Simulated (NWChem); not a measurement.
System: BNH$_{3}$F; SMILES NBF

Here is an NWChem input.

```
start job
memory heap 200 mb stack 900 mb global 1100 mb
geometry units angstroms
  B     -0.486616     0.073353     0.000000
  H     -1.681822     0.102167     0.000000
  F      0.196205     1.230028     0.000000
  N      0.208728    -1.139008     0.000000
  H      1.218733    -1.194037     0.000000
  H     -0.257592    -2.033736     0.000000
end
basis spherical
  B library 3-21g
  H library 3-21g
  F library 3-21g
  N library 3-21g
end
dft
  xc hfexch
  iterations 150
end
driver
  maxiter 120
end
task dft optimize
task dft freq
```

The level has its own optimisation; frequencies are unscaled.

Task: Give the results of this calculation. (Hartree-Fock/3-21G.) Quantities: r B–H (Å); r B–F (Å); r B–N (Å); r H–N (Å); highest harmonic frequency (cm⁻¹); lowest (cm⁻¹); zero-point energy (kcal/mol); dipole (D).

Result: 
```json
{
  "r B–H (Å)": "1.183",
  "r B–F (Å)": "1.360",
  "r B–N (Å)": "1.399",
  "r H–N (Å)": "1.000",
  "highest harmonic frequency (cm⁻¹)": "3845",
  "lowest (cm⁻¹)": "465",
  "zero-point energy (kcal/mol)": "28.8",
  "dipole (D)": "2.74"
}
```
